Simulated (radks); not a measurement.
The numbers below are computed, except where a source is named.
Spherical quantum dot in the effective-mass picture: electrons in a parabolic well V = omega^2 r^2 / 2 with omega = 3.32, with a point charge +1 (a donor) at the centre, all in effective atomic units (hartree* = m*/eps^2 hartree, bohr* = eps/m* bohr), one dielectric constant everywhere. Level of theory: non-relativistic Kohn-Sham, LDA (Slater exchange, Perdew-Wang correlation), spin-polarised, spherical densities (a radial shooting solver with Libxc functionals). Levels are named by radial order and angular momentum (1s, 1p, 1d, 2s, ...), and open shells are averaged over m.

N = 19, configuration 1s2 1p6 1d(up 5, down 4) 2s2. This is the lowest configuration that the search found. Occupied and some empty levels:

level    occupation  eigenvalue (hartree*)  <r> (bohr*)
1s up             1                 20.773       0.7139
1s down           1                 20.795       0.7124
1p up             3                 23.227       0.9860
1p down           3                 23.258       0.9856
2s up             1                 25.372        1.026
2s down           1                 25.394        1.028
1d up             5                 25.565        1.159
1d down           4                 25.598        1.160
1f up             0                 28.003        1.295
1f down           0                 28.033        1.296
2p up             0                 28.278        1.176
2p down           0                 28.299        1.177
1g up             0                 30.551        1.411
1g down           0                 30.578        1.412

Energy (hartree*): total 312.753, kinetic 69.287, external 105.44, Hartree 154.42, exchange-correlation -16.395.
